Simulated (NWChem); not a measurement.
The numbers come from NWChem runs, not from measurements. System: H2ClGa, charge 0, spin multiplicity 1, at a geometry optimised with PBE/def2-SVP. The structure started from a generated list of species. Level: G0W0@PBE/def2-SVPD, RI basis def2-svpd-rifit.

The NWChem input:

```
start mol
memory heap 200 mb stack 700 mb global 1700 mb
geometry units angstroms nocenter noautoz
  Ga     0.000000     0.000000     0.712028
  H     -1.423748     0.000000     1.374057
  H      1.423748     0.000000     1.374057
  Cl     0.000000     0.000000    -1.460058
  symmetry group C2v
end
basis spherical
  * library def2-svpd
end
basis "ri basis" bse spherical
  * library def2-svpd-rifit
end
dft
  xc xpbe96 cpbe96
  iterations 100
  direct
  tolerances tight
end
task dft energy
gw
  states alpha occ 4 vir 2
end
task dft gw
```

Part of the output:

```
             Northwest Computational Chemistry Package (NWChem) 7.3.0
             --------------------------------------------------------

                                NWChem Input Module
                                -------------------

 Scaling coordinates for geometry "geometry" by  1.889725989
 (inverse scale =  0.529177249)

 Turning off AUTOSYM since
 SYMMETRY directive was detected!

                             Geometry "geometry" -> ""
                             -------------------------

 Output coordinates in angstroms (scale by  1.889725989 to convert to a.u.)

  No.       Tag          Charge          X              Y              Z
 ---- ---------------- ---------- -------------- -------------- --------------
    1 Ga                  31.0000     0.00000000     0.00000000     0.71202800
    2 H                    1.0000    -1.42374800     0.00000000     1.37405700
    3 H                    1.0000     1.42374800     0.00000000     1.37405700
    4 Cl                  17.0000     0.00000000     0.00000000    -1.46005800

 Effective nuclear repulsion energy (a.u.)     155.1452634603

            Nuclear Dipole moment (a.u.)
            ----------------------------
        X                 Y               Z
 ---------------- ---------------- ----------------
     0.0000000000     0.0000000000    -0.0000075589

      Symmetry information
      --------------------

 Group name             C2v
 Group number             16
 Group order               4
 No. of unique centers     3

      Symmetry unique atoms

     1    2    4


 Summary of "ao basis" -> "" (spherical)
 ------------------------------------------------------------------------------
       Tag                 Description            Shells   Functions and Types
 ---------------- ------------------------------  ------  ---------------------
 *                         def2-svpd                  on all atoms

 new library libraries.bse/

 Summary of "ri basis" -> "" (spherical)
 ------------------------------------------------------------------------------
       Tag                 Description            Shells   Functions and Types
 ---------------- ------------------------------  ------  ---------------------
 *                      def2-svpd-rifit               on all atoms

  pbe96 is a nonlocal functional; adding pw91lda local functional.

                                 NWChem DFT Module
                                 -----------------

 Summary of "ao basis" -> "ao basis" (spherical)
 ------------------------------------------------------------------------------
       Tag                 Description            Shells   Functions and Types
 ---------------- ------------------------------  ------  ---------------------
 Ga                        def2-svpd                14       38   6s4p4d
 H                         def2-svpd                 4        8   2s2p
 Cl                        def2-svpd                11       27   5s4p2d

 Summary of "ao basis" -> "ao basis" (spherical)
 ------------------------------------------------------------------------------
       Tag                 Description            Shells   Functions and Types
 ---------------- ------------------------------  ------  ---------------------
 Ga                        def2-svpd                14       38   6s4p4d
 H                         def2-svpd                 4        8   2s2p
 Cl                        def2-svpd                11       27   5s4p2d

      Symmetry analysis of basis
[...]
    66      0.514171  4 Cl px                63      0.402605  4 Cl px
    60      0.231903  4 Cl px                39      0.209602  2 H  s
    47     -0.209602  3 H  s                 13     -0.157530  1 Ga px
    40      0.109089  2 H  s                 48     -0.109089  3 H  s
    16     -0.105626  1 Ga px                22     -0.103939  1 Ga d  1

 Vector   26  Occ=0.000000D+00  E=-1.002195D-01  Symmetry=b2
              MO Center=  3.6D-15, -2.0D-14,  7.2D-01, r^2= 3.6D+00
   Bfn.  Coefficient  Atom+Function         Bfn.  Coefficient  Atom+Function
  ----- ------------  ---------------      ----- ------------  ---------------
    17      0.561606  1 Ga py                14      0.486912  1 Ga py
    11     -0.233984  1 Ga py                67     -0.217580  4 Cl py
    64     -0.149802  4 Cl py                61     -0.083077  4 Cl py
     8      0.075446  1 Ga py                35      0.062248  1 Ga d -1
    78      0.048139  4 Cl d -1              45      0.045343  2 H  py

 Vector   27  Occ=0.000000D+00  E=-4.380738D-02  Symmetry=a1
              MO Center=  6.3D-14,  8.8D-14,  5.4D-01, r^2= 5.3D+00
   Bfn.  Coefficient  Atom+Function         Bfn.  Coefficient  Atom+Function
  ----- ------------  ---------------      ----- ------------  ---------------
     4      0.713108  1 Ga s                  5      0.667699  1 Ga s
     6     -0.536680  1 Ga s                 59      0.424073  4 Cl s
    58     -0.353845  4 Cl s                 68     -0.332091  4 Cl pz
     3     -0.325465  1 Ga s                 40     -0.321611  2 H  s
    48     -0.321611  3 H  s                 39     -0.211760  2 H  s

 Vector   28  Occ=0.000000D+00  E=-7.639151D-03  Symmetry=a1
              MO Center=  5.9D-14, -5.3D-13,  4.0D-01, r^2= 8.7D+00
   Bfn.  Coefficient  Atom+Function         Bfn.  Coefficient  Atom+Function
  ----- ------------  ---------------      ----- ------------  ---------------
     6      1.435652  1 Ga s                  5     -1.000011  1 Ga s
    18     -0.617549  1 Ga pz                 4     -0.301195  1 Ga s
    36     -0.289045  1 Ga d  0              71     -0.272578  4 Cl pz
    15     -0.252478  1 Ga pz                40      0.250746  2 H  s
    48      0.250746  3 H  s                 38      0.208869  1 Ga d  2

 center of mass
 --------------
 x =   0.00000000 y =   0.00000000 z =   0.01409748

 moments of inertia (a.u.)
 ------------------
         404.563948360576           0.000000000000           0.000000000000
           0.000000000000         419.154746477480           0.000000000000
           0.000000000000           0.000000000000          14.590798116905

     Multipole analysis of the density
     ---------------------------------

     L   x y z        total         alpha         beta         nuclear
     -   - - -        -----         -----         ----         -------
     0   0 0 0     -0.000000    -25.000000    -25.000000     50.000000

     1   1 0 0      0.000000      0.000000      0.000000      0.000000
     1   0 1 0     -0.000000     -0.000000     -0.000000      0.000000
     1   0 0 1      0.798442      0.399225      0.399225     -0.000008

     2   2 0 0    -24.133302    -19.305407    -19.305407     14.477512
     2   1 1 0     -0.000000     -0.000000     -0.000000      0.000000
     2   1 0 1     -0.000000     -0.000000     -0.000000      0.000000
     2   0 2 0    -21.071509    -10.535754    -10.535754      0.000000
     2   0 1 1      0.000000      0.000000      0.000000      0.000000
     2   0 0 2    -24.133783   -111.579320   -111.579320    199.024858

 Task  times  cpu:        4.8s     wall:        4.8s

                                NWChem Input Module
                                -------------------

                                 NWChem GW Module
                                 ----------------

                             ***********************
                             ***        GW       ***
                             ***********************

 Summary of "ri basis" -> "ri basis" (spherical)
 ------------------------------------------------------------------------------
       Tag                 Description            Shells   Functions and Types
 ---------------- ------------------------------  ------  ---------------------
 Ga                     def2-svpd-rifit             37      143   11s10p8d5f3g
 H                      def2-svpd-rifit              9       23   4s3p2d
 Cl                     def2-svpd-rifit             24       78   9s6p6d3f

                 Memory Information
                 ------------------
          Available GA per process is          1699.9 MBs
          Available stack per process is        700.0 MBs
          Available heap per process is           0.0 MBs

          Peak memory in Initialization
              Peak GA per process is                  5.0 MBs
              Peak stack per process is               0.0 MBs
              Peak heap per process is                5.3 MBs
              Memory not in MA per process            0.0 MBs

          Peak memory in AFF Calculation
              Peak GA per process is                 22.2 MBs
              Peak stack per process is              15.0 MBs
              Peak heap per process is                0.0 MBs
              Memory not in MA per process           15.0 MBs

          Computing 2-center integrals
          Computing Inverse Cholesky factor
          Computing 3-center integrals
          Computing V_xc ...

          Computing Sigma_x
          Computing RPA polarizability
          Solving quasiparticle equations

                  Alpha Orbitals
          State     Energy (eV)     Error (eV)
          -----------------------------------
@GW        22        -11.333           0.002
@GW        23        -11.432           0.002
@GW        24        -10.428           0.002
@GW        25        -10.022           0.002
@GW        26          0.161           0.002
@GW        27          1.839           0.002

   Applying  -2.8193 eV scissor-shift to rest of particle states

   Applying   2.8886 eV scissor-shift to rest of hole states

     GW Timing Statistics
   ------------------------
   Init.   :          0.1s
     ERIs  :          0.4s
     Distr.:          0.0s
     Vxc   :          0.1s
   Sigma_x :          0.0s
   RPA     :          0.6s
   Wmn     :          0.0s
   Sigma_c :          0.0s
   GW total:          1.3s

 Task  times  cpu:        1.3s     wall:        1.3s

 Total times  cpu:        6.1s     wall:        6.1s
```
